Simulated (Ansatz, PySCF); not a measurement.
Gas-phase reaction in SMILES: [BH2-]C#[O+] -> [BH2-2]C#[O+] (an electron is taken up)
Structures are relaxed separately at B3LYP-D3(BJ)/def2-TZVP in Ansatz (a first-principles code).

Quantity: adiabatic electron affinity (electronic energy difference), positive where the reaction releases energy, in eV. Valence correlation only, unless marked. Open shells are spin-unrestricted. No spin-orbit coupling. No relativistic terms. Anions need diffuse functions: aug- sets have them; def2-D sets add few; the other sets have none. CBS marks a two-point X^-3 extrapolation of the correlation energy; Hartree-Fock from the larger set. The bracket is a focal-point correction in the basis named.

```csv
level,program,adiabatic electron affinity (eV)
M06-L/def2-TZVPD,PySCF,…
PBE0/def2-TZVP,Ansatz,0.98
M06-2X/def2-TZVPD,PySCF,1.02
HSE06-D4/def2-TZVPD,Ansatz + dftd4,1.02
PBE-QIDH/def2-TZVPD,Ansatz,…
CCSD/6-31G*,Ansatz,0.16
CCSD/cc-pVDZ,Ansatz,…
CCSD/cc-pwCVTZ,Ansatz,0.82
"RI-MP2/CBS(aug-cc-pVTZ,aug-cc-pVQZ)+[CCSD(T)-MP2]/aug-cc-pVTZ",Ansatz,…
```

**Question.** Fill in the missing entries.

**Answer.** 
- M06-L/def2-TZVPD, adiabatic electron affinity (eV): 0.84
- PBE-QIDH/def2-TZVPD, adiabatic electron affinity (eV): 1.00
- CCSD/cc-pVDZ, adiabatic electron affinity (eV): 0.44
- RI-MP2/CBS(aug-cc-pVTZ,aug-cc-pVQZ)+[CCSD(T)-MP2]/aug-cc-pVTZ, adiabatic electron affinity (eV): 1.19
